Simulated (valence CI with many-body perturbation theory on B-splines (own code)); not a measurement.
# Ta52+ in three bases

Calculated by relativistic CI+MBPT: three valence electrons over a frozen Dirac-Fock core [Ar], a basis of 7 s, 7 p, 8 d, 6 f, 4 g, 1 h functions for each j, with the one-electron correlation potential Σ1, the two-electron term Σ2, the three-electron term Σ3, Breit, model QED; selected CI, second order for the rest, scaled by the run's own slope (own B-spline code, finite nucleus).

No measured spectrum was set against this ion. As an estimate, large intervals hold to a few tenths of a per cent, small ones and those within an open d or f shell to about a per cent. The list stops below the first excitations out of the core. Only levels of the ground parity were solved; by the run's estimate the other parity begins above the list, which can be wrong where configurations are misplaced.

The reference run has the lowest level (3d3/2^3) J=3/2 and an ionisation energy of 4878.78 eV. Its largest variational space holds 4696 state functions.

Levels are named by their leading jj configuration (3d3/2^4 stands for four electrons in 3d with j = 3/2), which in mixed levels can hold well under half, so a name can repeat and another be missing. Letters in brackets count levels of one name in rising energy.

Changed runs:
A. basis 6 s, 6 p, 5 d, 5 f, 1 g
B. basis 5 s, 5 p, 4 d, 4 f

Excitation energies of the reference run in cm⁻¹, and shifts in cm⁻¹:

| Level | Reference | A | B |
| --- | --- | --- | --- |
| (3d3/2^2 3d5/2) J=5/2 [a] | 493004 | -248 | -418 |
| (3d3/2^2 3d5/2) J=3/2 | 543378 | -101 | -68 |
| (3d3/2^2 3d5/2) J=9/2 | 572525 | +88 | +299 |
| (3d3/2^2 3d5/2) J=7/2 | 572771 | +14 | +119 |
| (3d3/2^2 3d5/2) J=1/2 | 585749 | +27 | +190 |
| (3d3/2^2 3d5/2) J=5/2 [b] | 770004 | +294 | +652 |
| (3d3/2 3d5/2^2) J=7/2 [a] | 1055530 | -202 | -295 |
| (3d3/2 3d5/2^2) J=9/2 | 1091730 | -105 | -62 |
| (3d3/2 3d5/2^2) J=3/2 [a] | 1133260 | -54 | -38 |
| (3d3/2 3d5/2^2) J=1/2 | 1156550 | +86 | +319 |
| (3d3/2 3d5/2^2) J=11/2 | 1167490 | +159 | +526 |
| (3d3/2 3d5/2^2) J=5/2 [a] | 1170000 | +24 | +165 |
| Ionisation energy (eV) | 4878.78 | -0.07 | -0.10 |
